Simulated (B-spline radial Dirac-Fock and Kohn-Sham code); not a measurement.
Tc⁴⁺: non-radiative channels of the 2p1/2 vacancy

System: technetium as Tc⁴⁺ in the configuration 1s2 2s2 2p6 3s2 3p6 3d10 4s2 4p6 4d3.

Level of theory: independent-particle rates on relativistic LDA orbitals of the hole state (multipoles up to L = 3, Coulomb Auger matrix elements, transition energies from Dirac-Fock); a radial B-spline solver. Kinetic energies are configuration averages from the vacuum level; the two-hole energies are estimated from single-hole states.

| transition | kinetic energy (eV) | width (meV) | share (%) |
| --- | --- | --- | --- |
| L2-L3N4 | 41.79 | 42.2 | 2.6 |
| L2-M1M2 | 1699.9 | 60.4 | 3.7 |
| L2-M2M2 | 1791.3 | 56.7 | 3.5 |
| L2-M2M3 | 1814.7 | 190 | 11.6 |
| L2-M2M5 | 1989.3 | 178 | 10.9 |
| L2-M2M4 | 1989.8 | 97.8 | 6.0 |
| L2-M3M4 | 2006.4 | 127 | 7.7 |
| L2-M3M5 | 2012.3 | 16.2 | 1.0 |
| L2-M4M4 | 2177.9 | 110 | 6.7 |
| L2-M4M5 | 2181.0 | 488 | 29.7 |
| L2-M5M5 | 2185.2 | 22.3 | 1.4 |
| L2-M2N2 | 2223.1 | 16.3 | 1.0 |
| L2-M2N3 | 2225.9 | 30.9 | 1.9 |
| L2-M3N2 | 2242.5 | 23.5 | 1.4 |
| L2-M4N3 | 2418.9 | 19.9 | 1.2 |
| L2-M5N2 | 2419.1 | 20.0 | 1.2 |

The listed channels hold 91 % of the non-radiative rate. Summed by principal shells, of 1.64 eV in all: LMM 83.6 %, LMN 12.3 %, LLN 3.5 %, LNN 0.5 %.

Values without a named source are computed, but for edge energies of neutral atoms, which are taken from tables.
